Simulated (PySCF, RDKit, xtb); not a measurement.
Pair of molecules: CH4 (SMILES C) (first 5 atoms) with C2H6O (SMILES COC); geometry from B3LYP-D3(BJ)/def2-TZVP, rigid monomers moved along the line of their centres of mass till H5···O7 is 2.30 Å.
(charge 0, multiplicity 1):
```xyz
14

C      0.1001     0.0483    -0.3766
H      1.1471     0.2851    -0.5645
H     -0.5087     0.4342    -1.1935
H     -0.0194    -1.0335    -0.3196
H     -0.2139     0.5011     0.5626
C      1.1173     0.2399     3.0094
O     -0.2676     0.4651     2.8646
C     -1.0225    -0.7189     2.9955
H      1.4924    -0.4512     2.2435
H      1.3532    -0.1743     3.9985
H      1.6176     1.2005     2.8968
H     -0.7449    -1.4571     2.2319
H     -2.0709    -0.4534     2.8684
H     -0.8846    -1.1733     3.9854
```

Interaction energies are E(AB) − E(A) − E(B) at the monomers' geometry in the complex; basis-set methods are counterpoise corrected. Rows marked so take none.

Rows in 3-21G, 6-31G* carry no dispersion term and start afresh at each structure (6-31G* with six Cartesian d functions).

Codes used: PySCF for 3-21G rows, 6-31G* rows; RDKit for the force fields; xtb for the GFN methods. 

Task: One of these levels gives 0.92 kcal/mol for the interaction energy. Which one is it?
A) GFN2-xTB
B) HF/6-31G* (no counterpoise)
C) HF/3-21G (no counterpoise)
D) MMFF94

Result: B, HF/6-31G* (no counterpoise). The others give 1.53 (MMFF94), -0.82 (GFN2-xTB), -1.45 (HF/3-21G (no counterpoise))
